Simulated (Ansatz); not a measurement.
`C[S][Al]([CH3])[F]` → `C[S][AlH][F]` + `[CH2]` (triplet)  (formal loss of a carbene)

Gas-phase electronic energies from Ansatz, PBE0-D4/def2-TZVP geometries. CCSD(T)/CBS adds triple-zeta CCSD(T) − MP2 to the extrapolated MP2 energy (def2 sets, frozen cores). This one scheme is used for every species. Functionals use def2-TZVPP. HSE06 is defined as in plane-wave codes. Triplets are unrestricted, without spin–orbit coupling. One conformer a species, not always the lowest.

CCSD(T)/CBS gives +5.00 eV.

Another level gave +4.93 eV. Which?
A. CCSD/def2-TZVPP
B. HSE06/def2-TZVPP
C. HSE06-D4/def2-TZVPP
D. HF/def2-TZVPP

B. HSE06 4.93, CCSD/def2-TZVPP 4.75, HSE06-D4 4.98, HF/def2-TZVPP 3.41 eV.

Largest T1 diagnostic among the species: 0.012.

From PBE to PBE0 (25 % exact exchange), in def2-TZVPP and without D4, ΔE moves by −0.08 eV. At CCSD(T), def2-SVP lies −0.28 eV from the extrapolated value and def2-TZVPP −0.13 eV.
